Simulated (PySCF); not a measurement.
SMILES [SiH3]O[SiH2]S (H6OSSi2) (PBE0/def2-SVP optimised geometry):

```
10

Si     1.295     0.054     0.600
O     -0.029    -0.758     0.000
Si    -1.683    -0.758     0.000
S     -2.500     1.224     0.000
H      1.167     0.251     2.075
H      1.431     1.384    -0.063
H      2.500    -0.772     0.311
H     -2.213    -1.367     1.251
H     -2.119    -1.511    -1.205
H     -2.110     1.511    -1.262
```

Computed with PBE0/def2-TZVP (PySCF).

**Question.** What are the frontier orbital energies and the dipole moment?

**Answer.** HOMO-2 -8.87 eV, HOMO-1 -8.82 eV, HOMO -7.74 eV, LUMO -0.10 eV, LUMO+1 0.25 eV; dipole moment 0.70 D.

Meta-Löwdin charges at PBE0/def2-TZVP: Si1 0.74, O2 -0.83, Si3 0.82, S4 -0.31, H5 -0.11, H6 -0.11, H7 -0.10, H8 -0.10, H9 -0.10, H10 0.11.
